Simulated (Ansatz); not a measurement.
InF, SMILES [F][In] (connectivity only; charge and spin as stated), neutral, multiplicity 1.

Geometry optimised at B3LYP-D3(BJ)/def2-TZVP. The def2 effective core potentials stand for the cores of In; spin–orbit coupling is left out.

Two levels are set side by side: PBE/def2-TZVPD (Ansatz, a quantum-chemistry and plane-wave program) and CAM-B3LYP/def2-TZVPD (Ansatz). Energy differences of separate SCF runs at the same geometry; the states with an electron removed or added have multiplicity 2 and 2. Differences are taken from unrounded values.

| quantity | CAM-B3LYP | PBE | PBE minus CAM-B3LYP |
|---|---|---|---|
| vertical ionisation energy (eV) | 10.24 | 10.01 | -0.23 |
| vertical singlet–triplet gap (eV) | 3.93 | 3.88 | -0.05 |
